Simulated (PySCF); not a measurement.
Isomers of C6H7NO, one GFN2-xTB conformer each. Single-point energies are computed at PBE0/pcSseg-1 (PySCF, gas phase, no added dispersion term), electronic only.

Problem. Rank them by PBE0/pcSseg-1 energy, lowest first (kJ/mol).
A. `[CH3:1][O:2][c:3]1[cH:4][cH:5][cH:6][cH:7][n:8]1` with C1–O2–C3–C4 180°
B. `c1cccc(C)[n+]1[O-]` (2-methylpyridine-N-oxide)
C. `[OH:1][NH:2][c:3]1[cH:4][cH:5][cH:6][cH:7][cH:8]1` with H–O1–N2–C3 -102°, O1–N2–C3–C4 27°
D. `[CH2:1]=[C:2]=[C:3]=[CH:4][CH2:5][C:6]([NH2:7])=[O:8]` with C3–C4–C5–C6 -92°, C4–C5–C6–N7 61°, C5–C6–N7–H -8° and -177°

Solution. A (0.0), B (122.5), C (134.9), D (192.0).

As drawn, the lowest has an aromatic ring, which the highest lacks; the highest has a C=O bond, cumulated double bonds and an N–H bond, which the lowest lacks. GFN2-xTB itself gives, in the same order: 0.0, 117.4, 158.6, 249.0. Both levels put the same isomer lowest; measured from each level's own lowest isomer, the values differ by up to 57.0 kJ/mol (C=C=C=CCC(N)=O: 249.0 against 192.0).

Problem. Which frontier levels, dipoles and rotational constants go with these structures?

Solution. 
```tsv
SMILES	HOMO (eV, PBE0/pcSseg-1)	LUMO (eV)	dipole (D)	A, B, C (MHz)
COc1ccccn1	-6.78	-0.64	0.65	5235, 1676, 1280
Cc1cccc[n+]1[O-]	-6.26	-1.02	3.56	3583, 2315, 1419
ONc1ccccc1	-6.06	-0.11	1.00	5099, 1528, 1185
C=C=C=CCC(N)=O	-6.89	-1.87	3.55	5563, 970.1, 862.5
```
